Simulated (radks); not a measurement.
Removal energies from the vanadium ion V9+, [Ne] 3s2 3p(1/2: 2, 3/2: 0), by Delta-SCF beside the eigenvalue of the level emptied. Calculated with a radial shooting solver on a logarithmic mesh with Libxc functionals: Dirac Kohn-Sham, relativistic LDA (MacDonald-Vosko exchange, VWN5 correlation), spin-unpolarised, spherical densities, finite nucleus; Fermi nuclear charge, rms radius of each element as measured or else 0.836 A^(1/3) + 0.57 fm. Sub-shells are occupied by j as written (lower j first in brackets).

removed from                                 final configuration  Delta-SCF (eV)  -eigenvalue (eV)
3p1/2                                [Ne] 3s2 3p(1/2: 1, 3/2: 0)          228.68            215.49
3s1/2                                [Ne] 3s1 3p(1/2: 2, 3/2: 0)          255.60            242.38
2p3/2         [He] 2s2 2p(1/2: 2, 3/2: 3) 3s2 3p(1/2: 2, 3/2: 0)          744.77            707.08
2p1/2         [He] 2s2 2p(1/2: 1, 3/2: 4) 3s2 3p(1/2: 2, 3/2: 0)          752.27            714.24
